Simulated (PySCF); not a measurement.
## Magnetic susceptibility: `C#C[C@H](C)/C=C\C=C`, C$_{8}$H$_{10}$

Cartesian coordinates in Å; atom numbers follow the order of the lines, from 1:
```xyz
18

C     3.0344    0.8393    1.0121
C     2.0971    0.2440    0.5662
C     0.9621   -0.4638   -0.0060
C     1.4556   -1.6138   -0.8959
C     0.1519    0.5087   -0.8167
C    -1.1297    0.8336   -0.6431
C    -2.0294    0.3265    0.3686
C    -3.3043    0.6945    0.4498
H     3.8545    1.3522    1.4178
H     0.3684   -0.8794    0.8138
H     2.0603   -2.3066   -0.3147
H     0.6061   -2.1505   -1.3134
H     2.0617   -1.2277   -1.7128
H     0.7073    0.9734   -1.6220
H    -1.5732    1.5509   -1.3237
H    -1.6347   -0.3822    1.0835
H    -3.9644    0.3081    1.2069
H    -3.7325    1.3991   -0.2443
```

Theory: GIAO wB97X-D/pcSseg-1 magnetisability, rotational g tensor and spin-rotation constants, non-relativistic, gas phase in PySCF 2.14.0. Geometry: GFN2-xTB.

(1) What are the magnetisability and the molar susceptibility?

(2) Split it along the inertial axes a, b, c into diamagnetic and paramagnetic parts about the centre of mass, with the quadrupole moment.

(3) And the rotational g tensor?

## Answers

(1) Isotropic -1243 × 10⁻³⁰ J/T², or -74.9 × 10⁻⁶ cm³/mol; principal values -1478, -1195, -1056 × 10⁻³⁰ J/T², anisotropy 372 × 10⁻³⁰ J/T² (root of half the summed squared differences of the principal values). The susceptibility is in cgs units.

(2) 
| axis | χ (10⁻⁶ cm³/mol) | diamagnetic (10⁻⁶ cm³/mol) | paramagnetic (10⁻⁶ cm³/mol) | summed x² of all electrons (Å²) | quadrupole Θ (D Å) |
| --- | --- | --- | --- | --- | --- |
| a | -72.9 | -426.9 | 354.0 | 271.2 | +2.95 |
| b | -88.0 | -1296.3 | 1208.3 | 66.3 | -3.71 |
| c | -63.7 | -1431.8 | 1368.1 | 34.3 | +0.76 |

Anisotropies 2χaa − χbb − χcc = +5.8 and 2χbb − χaa − χcc = -39.3 × 10⁻⁶ cm³/mol. Θ is traceless in Buckingham's convention.

(3) 
| axis | rotational constant (GHz) | g | nuclear part | electronic part |
| --- | --- | --- | --- | --- |
| a | 3.9431 | -0.0250 | 0.6307 | -0.6557 |
| b | 1.0153 | +0.0026 | 0.5790 | -0.5764 |
| c | 0.9113 | -0.0092 | 0.5766 | -0.5857 |

Asymmetric top; isotopes 12C, 1H; no vibrational averaging.
